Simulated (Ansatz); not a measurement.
Mulliken charges of FGaGeH$_{4}$O (`[F][GaH][O][GeH3]`) from ωB97M-V/def2-TZVPP in Ansatz (PBE0-D4/def2-TZVP geometry).

| atom | x (Å) | y (Å) | z (Å) | charge (e) |
| --- | --- | --- | --- | --- |
| F1 | -2.365 | 0.146 | 0.263 | -0.397 |
| Ga2 | -1.265 | 1.010 | -0.803 | 0.597 |
| O3 | 0.411 | 0.515 | -0.595 | -0.504 |
| Ge4 | 1.102 | -0.697 | 0.514 | 0.252 |
| H5 | -1.792 | 2.071 | -1.784 | 0.034 |
| H6 | 0.802 | -0.286 | 1.965 | 0.007 |
| H7 | 2.612 | -0.684 | 0.237 | 0.004 |
| H8 | 0.495 | -2.075 | 0.202 | 0.007 |

Task: By hand: the dipole of these point charges (1 e Å = 4.8032 D).

Result: Σ q r = (0.213, 0.161, -0.199) e Å, of length 0.333 e Å = 1.60 D.

Task: How does the dipole of the full density compare? (An estimate is asked.)

Result: The calculation gave: (0.140, 0.132, -0.157) e Å, 1.19 D; the point charges give 1.34 times that, at 6° from its direction.

Point charges leave out the atoms' own dipoles, such as those of lone pairs, and Mulliken's split depends on the basis, so the two needn't agree.
